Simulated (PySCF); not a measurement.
SbF2, SMILES [F][Sb+][F] (connectivity only; charge and spin as stated), charge +1, multiplicity 1. The structure is a stationary point at B3LYP-D3(BJ)/def2-TZVP. The spin state was assumed, not searched. The isomer is the one that the SMILES or the coordinates give; other isomers of the formula were not compared. The def2 effective core potentials stand for the cores of Sb; spin–orbit coupling is left out.

These are B3LYP-D3(BJ)/def2-TZVP (PySCF) values and carry that method's errors.

Harmonic wavenumbers (cm⁻¹): 223, 710, 721. Rotational constants (GHz): 11.39, 7.006, 4.339; symmetry number 2.

Work out the zero-point energy and the ideal-gas rigid-rotor harmonic-oscillator thermochemistry at 298.15 K and 1 atm.

ZPE = ½ Σ hcν = ½ × 1654 cm⁻¹ = 2.36 kcal/mol. H − E(el) = 5.20 kcal/mol. Entropy in cal/(mol K): translation 41.11, rotation 22.97, vibration 2.51, total 66.59. G − E(el) = -14.66 kcal/mol. Cp = 11.36 cal/(mol K).
